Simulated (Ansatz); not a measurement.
Reaction (formal hydrolysis of the Si–As bond): `OC[SiH2][AsH2]` + H₂O → `OC[SiH2]O` + `[AsH3]`

Calculated with Ansatz (gas phase, PBE0-D4/def2-TZVP geometries, no zero-point term in ΔE). CCSD(T)/CBS adds triple-zeta CCSD(T) − MP2 to the extrapolated MP2 energy (def2 sets, frozen cores). This one scheme is used for every species. Functionals use def2-TZVPP. B3LYP here is the variant with VWN-RPA as its local correlation; programs differ in this. HSE06 is defined as in plane-wave codes. For As outer-core shells are correlated without core-valence functions, which leaves a few kJ/mol of doubt a bond. Scalar relativity is left out up to krypton. One conformer a species, not always the lowest.

| level | ΔE (kJ/mol) | difference from CCSD(T)/CBS |
| --- | --- | --- |
| revPBE-D4 | -44.2 | 9.2 |
| PBE0-D4 | -46.8 | 6.6 |
| HSE06-D4 | -46.6 | 6.8 |
| CAM-B3LYP-D4 | -67.5 | -14.1 |
| PBE | -49.8 | 3.6 |
| revPBE | -49.0 | 4.4 |
| BLYP | -66.5 | -13.1 |
| r2SCAN | -60.0 | -6.6 |
| B3LYP | -66.7 | -13.3 |
| r2SCANh | -59.3 | -5.9 |
| LC-ωPBE | -58.5 | -5.1 |
| CCSD/def2-SVP | -59.1 | -5.7 |
| CCSD(T)/def2-SVP | -57.4 | -4.0 |
| HF/def2-TZVPP | -77.8 | -24.4 |
| SCS-MP2/def2-TZVPP | -62.0 | -8.6 |
| CCSD/def2-TZVPP | -60.3 | -6.9 |
| CCSD(T)/CBS | -53.4 | 0 |

Largest T1 diagnostic among the species: 0.011.

From BLYP to BHLYP (50 % exact exchange), in def2-TZVPP and without D4, ΔE moves by −4.6 kJ/mol. In def2-TZVPP, CCSD(T) changes the Hartree–Fock value by +20.3 kJ/mol (the triples alone add +2.8 kJ/mol) and MP2 by +22.7 kJ/mol.
